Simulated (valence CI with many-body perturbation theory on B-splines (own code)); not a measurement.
**Cl XI: configurations and terms from energies and g**

Calculated by configuration interaction combined with many-body perturbation theory (CI+MBPT): five valence electrons over a frozen Dirac-Fock core [He], a basis of 9 s, 9 p, 8 d, 6 f, 3 g, 1 h functions for each j, with the one-electron correlation potential Σ1, the two-electron term Σ2, the three-electron term Σ3, Breit, model QED; selected CI, second order for the rest, scaled by the run's own slope (own B-spline code, finite nucleus).

No measured spectrum was set against this ion. As an estimate, levels of excited configurations hold to 0.05 to 0.15 % of their energy, terms of the ground configuration to about 0.5 %. Among the levels kept, up to 2400 cm⁻¹ of a level comes from second order outside the variational space, and about a tenth of that is noise between levels of different J, which matters for small intervals.

| No. | J | Parity | E (eV) | g |
| --- | --- | --- | --- | --- |
| 1 | 3/2 | odd | 0.00 | 1.997 |
| 2 | 3/2 | odd | 11.04 | 0.826 |
| 3 | 5/2 | odd | 11.30 | 1.199 |
| 4 | 1/2 | odd | 17.16 | 0.664 |
| 5 | 3/2 | odd | 17.54 | 1.309 |
| 6 | 5/2 | even | 51.09 | 1.599 |
| 7 | 3/2 | even | 52.24 | 1.733 |
| 8 | 1/2 | even | 52.81 | 2.667 |
| 9 | 3/2 | even | 70.34 | 0.800 |
| 10 | 5/2 | even | 70.38 | 1.200 |
| 11 | 1/2 | even | 82.13 | 1.943 |
| 12 | 3/2 | even | 85.75 | 1.331 |
| 13 | 1/2 | even | 87.24 | 0.724 |
| 14 | 3/2 | odd | 133.77 | 1.333 |

Energies count from the lowest level. Strongly mixed levels and levels close to another of their J and parity are left out, so the numbers can have gaps.

(1) Give configuration and LS term of each level.

Answers

(1) 1: 2s2 2p3 4S°; 2: 2s2 2p3 2D°; 3: 2s2 2p3 2D°; 4: 2s2 2p3 2P°; 5: 2s2 2p3 2P°; 6: 2s 2p4 4P; 7: 2s 2p4 4P; 8: 2s 2p4 4P; 9: 2s 2p4 2D; 10: 2s 2p4 2D; 11: 2s 2p4 2S; 12: 2s 2p4 2P; 13: 2s 2p4 2P; 14: 2p5 2P°.
